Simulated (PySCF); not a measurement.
Excitations are Tamm–Dancoff values on a coarser integration grid. The basis has no diffuse functions, so Rydberg states are missing or too high.

Z-matrix (Å, degrees):
```
In
N 1 2.0366
H 2 1.0128 1 115.24
H 2 1.0131 3 107.61 1 129.23
N 1 2.0366 2 120.63 3 -33.10
H 5 1.0128 1 115.23 2 33.11
H 5 1.0131 6 107.61 1 -129.22
N 1 2.0369 2 119.49 3 153.85
H 8 1.0129 1 114.81 2 149.33
H 8 1.0129 9 107.61 1 129.18
```
Charge 0, spin multiplicity 1.

Question: What is the computed HOMO–LUMO gap, S1 excitation (TDA), total energy, HOMO and dipole moment (PBE-D3(BJ)/def2-TZVP // r2SCAN-D4/def2-TZVP (PySCF))?

Answer: 
```json
{
 "HOMO–LUMO gap": "3.86 eV",
 "S1 excitation (TDA)": "4.15 eV",
 "total_energy": "-357.8986 Ha",
 "HOMO": "-5.43 eV",
 "dipole_moment": "1.03 D"
}
```
